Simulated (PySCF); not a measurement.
Species: C6H9NO.
Structure used (PBE0-D3(BJ)/def2-SVP), in Å, numbered top down from 1:
```xyz
17
C6H9NO angstrom
C      3.7645   -1.0147    0.0376
C      2.3515   -0.9990    0.3792
C      1.1773   -0.9809    0.6794
C     -0.2439   -0.9773    1.0188
N     -1.0428   -0.1868    0.1120
C     -1.8039    0.8579    0.5519
C     -2.4914    1.6392   -0.5452
O     -1.9239    1.1281    1.7297
H      4.0935   -0.0328   -0.3369
H      3.9831   -1.7635   -0.7399
H      4.3785   -1.2574    0.9191
H     -0.6137   -2.0179    1.0624
H     -0.4073   -0.5396    2.0171
H     -0.9198   -0.3300   -0.8815
H     -3.1409    0.9842   -1.1460
H     -1.7514    2.0949   -1.2214
H     -3.0965    2.4290   -0.0862
```

Level: CAM-B3LYP/def2-SVPD in PySCF, non-relativistic, on one gas-phase PBE0-D3(BJ)/def2-SVP geometry that isn't relaxed in the solvent. The solvent is an IEF-PCM continuum (van der Waals radii × 1.2). Specific hydrogen bonds and non-electrostatic terms are outside this model.

Gas phase at CAM-B3LYP/def2-SVPD: HOMO -8.57 eV, LUMO 1.02 eV, dipole 4.02 D.

What does the continuum do to the energy, the frontier levels and the dipole at CAM-B3LYP/def2-SVPD in acetonitrile and dimethylsulfoxide?

| solvent | ε | E(solvent) − E(gas) (kcal/mol) | polarisation term (kcal/mol) | distortion of the solute (kcal/mol) | HOMO (eV) | LUMO (eV) | dipole (D) |
| --- | --- | --- | --- | --- | --- | --- | --- |
| acetonitrile | 35.69 | -9.44 | -11.54 | 2.10 | -8.62 | 1.17 | 5.48 |
| dimethylsulfoxide | 46.83 | -9.55 | -11.71 | 2.16 | -8.62 | 1.17 | 5.50 |

Polarisation term: ½ Σ q·V over the induced surface charges. Distortion: the rise of the solute's own energy as its density leaves the gas-phase optimum. The atom shares or the degeneracy of the LUMO differ from the gas phase in acetonitrile and dimethylsulfoxide, so that column needn't follow one orbital. From acetonitrile to dimethylsulfoxide the lowering changes by a factor 1.01, Onsager's factor (ε − 1)/(2ε + 1) by 1.01 and ε itself by 1.3.

Which radius a makes the point-dipole formula ΔE = −[(ε − 1)/(2ε + 1)]·μ²/a³ give the value in dimethylsulfoxide, with the gas-phase dipole?

μ = 1.583 au and |ΔE| = 0.01521 Eh give a = 2.28 Å; the farthest nucleus lies 4.47 Å from the centroid of the nuclei, so such a sphere wouldn't even hold the nuclei. The formula assumes a rigid point dipole at the centre of a sphere.

Give the dipole vector in the frame of the coordinates (D, pointing from negative to positive charge), gas and dimethylsulfoxide.

Gas (1.45, -1.29, -3.52), solvent (1.85, -1.82, -4.85). Its length changes by +37 % and its direction by 2°.

How does the static polarisability (CAM-B3LYP/def2-SVPD, frozen core, with the continuum's full static response) change?

| medium | isotropic (au) | principal values (au) | ⟨r²⟩ of the electrons (bohr²) |
| --- | --- | --- | --- |
| gas | 84.9 | 67.2, 73.6, 113.9 | 1559.7 |
| acetonitrile | 110.1 | 91.8, 98.3, 140.2 | 1558.7 |
| dimethylsulfoxide | 110.5 | 92.2, 98.6, 140.5 | 1558.7 |

The isotropic value in dimethylsulfoxide is 1.30 times the gas-phase one; no cavity-field correction is applied. ⟨r²⟩ is taken about the centre of nuclear charge.
